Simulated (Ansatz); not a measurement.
Energy needed to pull apart CH3ClGe (SMILES [CH3][Ge][Cl]), closed shell, into free ground-state atoms, from the structure below (displaced at random from a GFN2-xTB minimum); no zero-point or spin–orbit terms; open-shell atoms are treated unrestricted, in their ground-state multiplicity.

```xyz
6
angstrom
C -0.3318 0.3419 -0.2560
Ge 1.4756 0.0854 0.6557
Cl 1.3655 -2.1981 0.5646
H -0.3859 1.5211 -0.4539
H -1.1685 0.1317 0.4122
H -0.4646 -0.3862 -1.1799
```

Program: Ansatz 0.2.0. Basis: def2-TZVPP. Cores are frozen in the correlated methods. Filled d shells of the heavier atoms are correlated. The def2 sets are not built for correlating such inner shells, so the correlated values are less sure here.

```
    method  atomization energy (eV)
    PBE-D4                        ?
 revPBE-D4                    20.04
 r2SCAN-D4                        ?
   PBE0-D4                    20.05
r2SCANh-D4                    19.96
   wB97M-V                    20.05
        HF                    14.51
       MP2                    19.69
      CCSD                    19.18
   CCSD(T)                    19.52
```

Task: What does PBE-D4 give? (Judge from chemistry; the value comes from the calculation.)

Result: By the calculation: 20.49 eV, which is about 0.96 eV more than CCSD(T)/def2-TZVPP.

Task: What does r2SCAN-D4 give? (Judge from chemistry; the value comes from the calculation.)

Result: Computed: 20.11 eV, which is about 0.59 eV more than CCSD(T)/def2-TZVPP.

In triple zeta the MP2 and coupled-cluster atomization energies are still short of their basis limit by a few kcal/mol a bond, whereas those of the functionals are nearly converged, so these differences are not deviations from converged CCSD(T).

The T1 diagnostic stays at or below 0.013.

For scale, one of the runs: CCSD(T)/def2-TZVPP forces, 163 basis functions, launched by `ansatz run in.yaml --threads 8 --pin off --events-out ev --progress --plain --max-ram 10444MiB`. The run took 110 s on 8 CPU threads of an Arm Neoverse N1 (shared host), with 2.5 GiB of host memory at its peak.
